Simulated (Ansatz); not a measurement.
Species: C$_{2}$H$_{4}$S$_{3}$, SMILES `S=C(S)CS` (charge 0, multiplicity 1), formula C2H4S3.

Problem. How many basis functions does frozen-core CCSD(T)/cc-pVTZ // PBE0-D3(BJ)/def2-TZVP in Ansatz (an electronic-structure program) use, how many core orbitals are frozen, and how many electrons are correlated?

Solution. 218 basis functions and 17 frozen orbitals, which leaves 30 correlated electrons. Core time is of the order of minutes.
